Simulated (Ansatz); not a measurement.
Single points on the cluster Zr3O5.

```yaml
crystal:
  periodic: [false, false, false]
  atoms:
    - {symbol: Zr, position_ang: [1.587886, -0.447673, -0.654434]}
    - {symbol: Zr, position_ang: [-0.960990, -0.577396, 1.375930]}
    - {symbol: Zr, position_ang: [-0.543796, 1.794124, -0.568020]}
    - {symbol: O, position_ang: [1.302712, 1.632117, -0.697332]}
    - {symbol: O, position_ang: [-1.068808, 1.511416, 1.191807]}
    - {symbol: O, position_ang: [-2.399591, -1.349302, 0.719565]}
    - {symbol: O, position_ang: [1.316056, -1.160239, -2.240176]}
    - {symbol: O, position_ang: [0.766541, -1.403038, 0.872650]}
basis:
  gaussian: {orbitals: def2-TZVP, initial_orbitals: start.molden}
magnetization: {spin_polarized: true, initial_magnetization: 0}
hamiltonian: {xc: r2scan, dispersion: d4}
scf: {omitted_lower_state_checks: [starts]}
output: {orbitals: {seedname: orbitals}}
```

The file start.molden holds the orbitals of an earlier run on this structure, at another level or in another basis.

```sh
$ ansatz run in.yaml --threads 4 --pin off --events-out ev --progress --plain --max-ram 8704MiB
```

Output, abridged:

```
Functional definition: r2SCAN
1718 factors; their error is unknown
mean field evaluation 1: about -14088.9651 eV, gradient 4.6e0 eV
mean field evaluation 2: about -14089.0607 eV, gradient 1.0e-1 eV
mean field evaluation 4: about -14089.0585 eV, gradient 8.0e-4 eV
mean field evaluation 8: about -14089.0585 eV, gradient 3.5e-5 eV
mean field -14089.05851785 eV, -517.7633506240 hartree, gradient 1.1e-5 eV, S^2 0.000000; 0 other end points of the search recorded, 0 dependent functions left out
reference -14089.05857191 eV, -517.7633526107 hartree; 38, 38 occupied and 237, 237 virtual orbitals, 1718 factors
Total energy: -14089.14567509 eV, -517.7665535938 hartree
Checks for a lower state left out: starts
```

Run time 30 s (4 threads of Intel Xeon on a shared host), peak host memory 0.75 GiB.

The first input with `hamiltonian: {xc: pbe, dispersion: d4}` (abridged; 14 s):

```
Functional definition: PBE
mean field -14083.12614831 eV, -517.5453400645 hartree, gradient 1.2e-5 eV, S^2 0.000000
Total energy: -14083.50973226 eV, -517.5594365149 hartree
Checks for a lower state left out: starts
```

The first input with `hamiltonian: {xc: pbe0, dispersion: d4}` (abridged; 30 s):

```
Functional definition: PBE0
mean field -14079.46680300 eV, -517.4108616048 hartree, gradient 1.4e-5 eV, S^2 0.000000
Total energy: -14079.80068487 eV, -517.4231315373 hartree
Checks for a lower state left out: starts
```

Geometry: PBE0-D4/def2-SVP, that of the neutral singlet.

In the def2 sets Zr takes a core potential; there is no spin–orbit coupling. The structure comes from a short search, and lower isomers may exist.
